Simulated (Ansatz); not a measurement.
A structure relaxed at PBE-D4/def2-TZVP in Ansatz, charge 0, doublet:

```xyz
3

Cu   -0.006    0.003    0.007
Br    1.147    1.854    0.418
Br   -1.141   -1.857   -0.425
```

Question: Give its formula and point group.

Answer: CuBr₂. Point group D∞h (tolerance 0.1 Å).

Question: Summarise the bond lengths by kind (pairs closer than 1.2 times the sum of covalent radii, bridged metal pairs left out).

Answer: 2 × Br–Cu 2.22 Å. The metal has 2 neighbours: Br 2.22 Å, Br 2.22 Å.

An occupied level of the charge 0 doublet lies above an empty one (by up to 0.01 eV), so this SCF solution is probably not the lowest. The gap within one spin of the charge 0 doublet nearly closes, so an electron or hole may be smeared out by delocalisation error. The relaxation made no stability test and no search for a lower SCF solution. The structure comes from a short search, and lower isomers may exist.
